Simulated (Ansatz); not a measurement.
The lowest doublet and quartet of NO (SMILES [N]=O); geometries from B3LYP-D3(BJ)/def2-TZVP, each state relaxed from the structure named, with no frequency check.
Doublet (charge 0, multiplicity 2):
```xyz
2

N      0.0000     0.0000    -0.6106
O      0.0000     0.0000     0.5343
```
Quartet (charge 0, multiplicity 4):
```xyz
2

N      0.0000     0.0000    -0.7573
O      0.0000     0.0000     0.6627
```

A positive gap puts the quartet lower; no zero-point energy. U- takes an unrestricted doublet. The quartet is unrestricted in single-reference levels. Active spaces average the two states.

Frozen-core correlation.

Run with Ansatz (a first-principles code). Values without a source in brackets are computed.

| level | gap E(doublet) − E(quartet), adiabatic (eV) |
|---|---|
| U-HF/cc-pVDZ | -2.782 |
| U-PBE/def2-TZVPP | -4.775 |
| U-r2SCAN/def2-TZVPP | -4.364 |
| U-BHLYP/def2-TZVPP | -4.191 |
| U-MP2/cc-pVTZ | -5.099 |
| U-SCS-MP2/cc-pVDZ | -4.768 |
| U-SCS-MP2/cc-pVTZ | ___ |
| U-CCSD(T)/cc-pVDZ | -4.500 |
| FIC-MRCISD+Q on SA-CASSCF(11,8)/cc-pVDZ | -4.503 |

**Question.** Some entries are withheld; supply them.

**Answer.** 
- U-SCS-MP2/cc-pVTZ, gap E(doublet) − E(quartet), adiabatic (eV): -4.975
